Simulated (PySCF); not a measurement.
B(F)(Me)(OMe) (C2H6BFO), SMILES O(C)B(C)F. Atoms are numbered in the order given.

```xyz
11

B     -0.0561     0.0047     0.5311
F     -0.5692    -0.4344     1.6849
C      0.9344     1.2230     0.5162
H      1.8277     1.0249    -0.0985
H      1.2583     1.5047     1.5280
H      0.4434     2.1038     0.0653
O     -0.4742    -0.6663    -0.5676
C     -0.0309    -0.3327    -1.8655
H      1.0339    -0.5873    -2.0052
H     -0.6225    -0.9116    -2.5890
H     -0.1644     0.7408    -2.0838
```

The structure is a stationary point at r2SCAN-D4/def2-SVP. The values are those of a single conformer.

Computed with r2SCAN-D4/def2-SVP (PySCF).

Frequencies are harmonic and unscaled.

Computed harmonic wavenumbers and intensities:
```csv
mode,ν (cm⁻¹),IR (km/mol),Raman (Å⁴/amu),depolarisation,moving atoms (share of kinetic energy)
1,46,0.2,0.1,0.52,H 97 %
2,81,0.1,0.1,0.60,H 94 %
3,179,2.3,0.1,0.71,"O 47 %, H 21 %, C 15 %, F 15 %"
4,232,1.1,0.2,0.16,"C 56 %, H 33 %"
5,375,0.4,0.1,0.34,"F 33 %, H 25 %, O 23 %, C 11 %, B 9 %"
6,464,7.5,0.3,0.74,"H 43 %, B 42 %"
7,483,14.1,1.6,0.65,"F 33 %, C 27 %, O 18 %, H 14 %, B 9 %"
8,739,6.3,6.5,0.06,"C 41 %, F 22 %, O 18 %, H 17 %"
9,854,0.8,1.5,0.71,"H 63 %, C 24 %"
10,896,42.0,0.3,0.75,"H 42 %, B 36 %, C 18 %"
11,1100,51.9,2.0,0.64,"O 38 %, C 36 %, B 14 %, H 11 %"
12,1172,1.1,2.4,0.75,"H 76 %, C 19 %"
13,1184,8.7,3.4,0.72,"H 71 %, C 18 %"
14,1264,4.4,2.1,0.74,"H 58 %, B 16 %, C 13 %"
15,1365,277.0,3.4,0.75,"B 44 %, H 31 %, C 14 %, F 11 %"
16,1403,367.5,4.2,0.30,"H 37 %, B 32 %, O 16 %, C 15 %"
17,1437,37.0,15.8,0.73,"H 85 %, B 9 %"
18,1442,18.2,12.2,0.74,H 91 %
19,1470,7.4,15.1,0.75,H 96 %
20,1480,9.9,14.5,0.74,H 97 %
21,1509,156.1,2.8,0.75,"H 57 %, B 24 %, O 14 %"
22,3012,46.0,128.4,0.01,H 97 %
23,3035,0.5,120.9,0.01,H 96 %
24,3100,33.0,58.4,0.75,"H 90 %, C 10 %"
25,3116,4.6,55.4,0.71,"H 91 %, C 9 %"
26,3142,23.7,87.2,0.60,"H 91 %, C 9 %"
27,3160,7.0,79.7,0.67,"H 91 %, C 9 %"
```
